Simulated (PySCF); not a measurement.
Compound: C₉H₈.
Geometry (HF/def2-SV(P), Å), atoms numbered from 1 in this order:
```xyz
17
C9H8 angstrom
C     -2.5275    2.1779    0.1785
C     -2.1659    1.0420    0.1706
C     -1.7026   -0.3311    0.1615
C     -2.5570   -1.3544    0.1394
C     -0.2628   -0.5424    0.1778
C      0.9424   -0.0897    0.1993
C      1.8873    1.0088    0.2228
C      3.2034    0.8314    0.2375
C      0.8077   -1.5783    0.1807
H     -2.8571    3.1908    0.1853
H     -2.1945   -2.3748    0.1328
H     -3.6276   -1.1960    0.1275
H      1.4664    2.0079    0.2279
H      3.8868    1.6723    0.2548
H      3.6398   -0.1613    0.2328
H      1.0080   -2.1540    1.0888
H      1.0329   -2.1336   -0.7344
```

Theory: HF/def2-SV(P) geometry optimisation, gas phase (PySCF 2.14.0).

Masses are those of the commonest isotopes; rigid-rotor values at the optimised geometry. The values belong to one conformer with, in the numbering `[CH:1]#[C:2][C:3](=[CH2:4])[C:5]1=[C:6]([CH:7]=[CH2:8])[CH2:9]1`, C2–C3–C5–C6 0°, C5–C6–C7–C8 180°.

**Question.** Give the principal moments of inertia and the rotational constants in cm⁻¹.

**Answer.** Ia = 181.11, Ib = 486.49, Ic = 664.25 u·Å²; 505379 MHz·u·Å²/I gives 2790, 1039 and 760.8 MHz, that is A = 0.09308, B = 0.03465, C = 0.02538 cm⁻¹.

**Question.** What kind of rotor is it?

**Answer.** An asymmetric top; Ray's κ = -0.726.

**Question.** What does the inertial defect say?

**Answer.** Not planar: Δ = Ic − Ia − Ib = -3.35 u·Å². For a rigid frame Δ = −2 Σ m c², so Σ m c² = 1.68 u·Å² lies off the ab plane, practically all of it from hydrogen. The atom farthest from that plane is 0.91 Å away.

**Question.** Where do the levels up to J = 5 lie, in cm⁻¹?

**Answer.** Above 0(0,0):
J = 1: 1(0,1) 0.0600, 1(1,1) 0.1185, 1(1,0) 0.1277
J = 2: 2(0,2) 0.1791, 2(1,2) 0.2292, 2(1,1) 0.2571, 2(2,1) 0.4323, 2(2,0) 0.4334
J = 3: 3(0,3) 0.3552, 3(1,3) 0.3948, 3(1,2) 0.4504, 3(2,2) 0.6124, 3(2,1) 0.6174, 3(3,1) 0.9284, 3(3,0) 0.9284
J = 4: 4(0,4) 0.5858, 4(1,4) 0.6146, 4(1,3) 0.7068, 4(2,3) 0.8518, 4(2,2) 0.8663, 4(3,2) 1.1703, 4(3,1) 1.1708, 4(4,1) 1.6101, 4(4,0) 1.6101
J = 5: 5(0,5) 0.8684, 5(1,5) 0.8877, 5(1,4) 1.0249, 5(2,4) 1.1497, 5(2,3) 1.1816, 5(3,3) 1.4733, 5(3,2) 1.4752, 5(4,2) 1.9125, 5(4,1) 1.9126, 5(5,1) 2.4780, 5(5,0) 2.4780
The levels of one J sum to (2J + 1)J(J + 1)(A + B + C)/3.

**Question.** Which types of transition are allowed, and where do some lines up to J = 4 fall?

**Answer.** The dipole components are |μa| = 0.02 D, |μb| = 0.20 D, |μc| = 0.00 D; the mirror of this Cs structure is the ab plane, so μc vanishes by symmetry and there are no c-type lines. Intensities carry the squares of the components, which stand as 0.01 : 1.00 (a : b). Some of the stronger lines:

```json
{"type": "b", "branch": "R", "J(Ka,Kc)": "2(0,2) ← 1(1,1)", "MHz": "1817", "lower level (cm⁻¹)": "0.118"}
{"type": "b", "branch": "Q", "J(Ka,Kc)": "1(1,0) ← 1(0,1)", "MHz": "2030", "lower level (cm⁻¹)": "0.060"}
{"type": "b", "branch": "Q", "J(Ka,Kc)": "2(1,1) ← 2(0,2)", "MHz": "2338", "lower level (cm⁻¹)": "0.179"}
{"type": "b", "branch": "R", "J(Ka,Kc)": "4(1,3) ← 3(2,2)", "MHz": "2829", "lower level (cm⁻¹)": "0.612"}
{"type": "b", "branch": "Q", "J(Ka,Kc)": "3(1,2) ← 3(0,3)", "MHz": "2855", "lower level (cm⁻¹)": "0.355"}
{"type": "b", "branch": "R", "J(Ka,Kc)": "1(1,1) ← 0(0,0)", "MHz": "3551", "lower level (cm⁻¹)": "0.000"}
{"type": "b", "branch": "Q", "J(Ka,Kc)": "4(1,3) ← 4(0,4)", "MHz": "3628", "lower level (cm⁻¹)": "0.586"}
{"type": "b", "branch": "Q", "J(Ka,Kc)": "4(2,2) ← 4(1,3)", "MHz": "4782", "lower level (cm⁻¹)": "0.707"}
{"type": "b", "branch": "Q", "J(Ka,Kc)": "3(2,1) ← 3(1,2)", "MHz": "5008", "lower level (cm⁻¹)": "0.450"}
{"type": "b", "branch": "R", "J(Ka,Kc)": "2(1,2) ← 1(0,1)", "MHz": "5073", "lower level (cm⁻¹)": "0.060"}
{"type": "b", "branch": "R", "J(Ka,Kc)": "4(0,4) ← 3(1,3)", "MHz": "5724", "lower level (cm⁻¹)": "0.395"}
{"type": "b", "branch": "Q", "J(Ka,Kc)": "3(2,2) ← 3(1,3)", "MHz": "6524", "lower level (cm⁻¹)": "0.395"}
{"type": "b", "branch": "Q", "J(Ka,Kc)": "3(3,0) ← 3(2,1)", "MHz": "9323", "lower level (cm⁻¹)": "0.617"}
{"type": "b", "branch": "R", "J(Ka,Kc)": "2(2,0) ← 1(1,1)", "MHz": "9441", "lower level (cm⁻¹)": "0.118"}
{"type": "b", "branch": "Q", "J(Ka,Kc)": "3(3,1) ← 3(2,2)", "MHz": "9471", "lower level (cm⁻¹)": "0.612"}
{"type": "b", "branch": "Q", "J(Ka,Kc)": "4(3,2) ← 4(2,3)", "MHz": "9550", "lower level (cm⁻¹)": "0.852"}
{"type": "b", "branch": "Q", "J(Ka,Kc)": "4(4,0) ← 4(3,1)", "MHz": "13170", "lower level (cm⁻¹)": "1.171"}
{"type": "b", "branch": "Q", "J(Ka,Kc)": "4(4,1) ← 4(3,2)", "MHz": "13184", "lower level (cm⁻¹)": "1.170"}
{"type": "b", "branch": "R", "J(Ka,Kc)": "3(3,1) ← 2(2,0)", "MHz": "14839", "lower level (cm⁻¹)": "0.433"}
{"type": "b", "branch": "R", "J(Ka,Kc)": "3(3,0) ← 2(2,1)", "MHz": "14872", "lower level (cm⁻¹)": "0.432"}
```

No frequency check. These are rigid-rotor constants of the computed structure; measured ground-state constants (B0) also hold zero-point vibration.
